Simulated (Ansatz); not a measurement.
Ansatz (a first-principles code) input:
A basis named .json is the Basis Set Exchange file of that set.

Ansatz 0.2 input:
```yaml
crystal:
  periodic: [false, false, false]
  atoms:
    - {symbol: B, position_ang: [-0.86361546, 0.10170533, -0.54046449]}
    - {symbol: C, position_ang: [-1.31847279, -1.01285106, 0.46480523]}
    - {symbol: O, position_ang: [0.31926433, 0.70350593, -0.61946265]}
    - {symbol: C, position_ang: [1.45023090, 0.44301926, 0.23026250]}
    - {symbol: H, position_ang: [-1.23215201, -0.65400649, 1.49773578]}
    - {symbol: H, position_ang: [-0.67397718, -1.89583839, 0.37442394]}
    - {symbol: H, position_ang: [-2.34685855, -1.33330741, 0.30796591]}
    - {symbol: H, position_ang: [1.69748248, 1.36162783, 0.76084241]}
    - {symbol: H, position_ang: [1.23933973, -0.35050191, 0.94751622]}
    - {symbol: H, position_ang: [2.28957943, 0.15444299, -0.40086714]}
basis:
  gaussian:
    orbitals: cc-pVTZ
    fitting: {mean_field: def2-universal-jkfit, correlation: cc-pVTZ-RIFIT.json}
magnetization: {spin_polarized: true, initial_magnetization: 1}
correlation: {method: mp2, electrons: outside_noble_gas}
```

Q: What final total energy does it print?

A: -179.48930 Eh (RI-MP2/cc-pVTZ). The basis has 204 functions.

It need not be the lowest isomer of its formula.
